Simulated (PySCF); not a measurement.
## Assigning NMR signals

Numbering as in the mapped SMILES `[Cl:1][C:2]1=[CH:3][SiH2:4][SiH2:5][CH2:6][CH2:7]1`. Each H is labelled by its parent atom.

PySCF 2.14.0 with density-fitted response routines calculation with shielding tensors at PBE0/pcSseg-1 (GIAO) and GFN2-xTB structure; one computed conformer, isolated molecule, non-relativistic Hamiltonian, one averaged value for each set of equivalent atoms.

Scale: ¹³C, ¹H vs TMS (reference shieldings calculated alike).

Question: Assign these signals to the numbered atoms. ¹³C{¹H} NMR (computed): δ 165.8, 121.3, 38.5, 9.3.

Answer: 
```tsv
δ (ppm)	atoms	environment	reason
165.8	C2	fully substituted alkene carbon	–
121.3	C3	alkene CH	an sp2 carbon of a C=C bond
38.5	C7	allylic sp3 CH2	saturated and bonded to C and H only
9.3	C6	sp3 CH2 bonded to Si	an electropositive neighbour leaves it electron-rich and shielded
```

Question: Assign these signals to the numbered atoms. ¹H NMR (400 MHz, computed): δ 6.24 (t, 1H), 4.19 (m, 2H), 3.85 (m, 2H), 2.56 (m, 2H), 1.06 (m, 2H).

Answer: 
| δ (ppm) | atoms | environment | reason |
| --- | --- | --- | --- |
| 6.24 | H(C3) | hydrogen on an alkene CH | olefinic region |
| 4.19 | H(Si4) | hydrogen on a silicon bonded to C, Si, in a 6-membered ring | – |
| 3.85 | H(Si5) | hydrogen on a silicon bonded to C, Si, in a 6-membered ring | – |
| 2.56 | H(C7) | hydrogen on an allylic sp3 CH2 | allylic position |
| 1.06 | H(C6) | hydrogen on an sp3 CH2 bonded to Si | – |

Carbons that carry Cl, above all several Cl atoms, come out too deshielded, partly because spin–orbit coupling is missing. Shifts are as computed. Against solution values, carbons near 30 ppm lie about +3 ppm off and those near 130 ppm about +5 ppm; carbons on Cl a further +6 ppm. Of 1309 compounds with measured shifts, 239 miss one by over three times the rms of a fit or turn the order of signals round; such compounds aren't used in these exercises. No couplings were computed; multiplicities are counted from neighbouring protons, with m where these are inequivalent, close in shift, in a saturated or five-membered ring or joined by F or P, and br s for small geminal =CH2 splittings.
